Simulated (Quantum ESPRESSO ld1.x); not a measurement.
Q: These are the eigenvalues of the occupied orbitals of an atom or ion with whole-number occupations (eV). Calculated with ld1.x of Quantum ESPRESSO 7.5: scalar-relativistic Kohn-Sham, LDA (Slater exchange, VWN5 correlation), spin-polarised, spherical densities, point nucleus.

| orbital | eigenvalue |
|---|---|
| 1s up | -329.475 |
| 1s down | -328.375 |
| 2s up | -57.2845 |

Which element is it, and in what charge state? The configuration may be excited. Open shells, if any, are filled with parallel spins first.

A: Z = 6, carbon, charge +3: C3+ in [He] 2s1. The list shows which subshells hold electrons but not how many an open one holds; the 1s level, -12.108 hartree, gives Z - s = 4.9 by -(Z - s)^2/2, which with screening and relativity narrows Z to a few neighbours, and the depths of the outer levels then fix element, charge and occupations together.
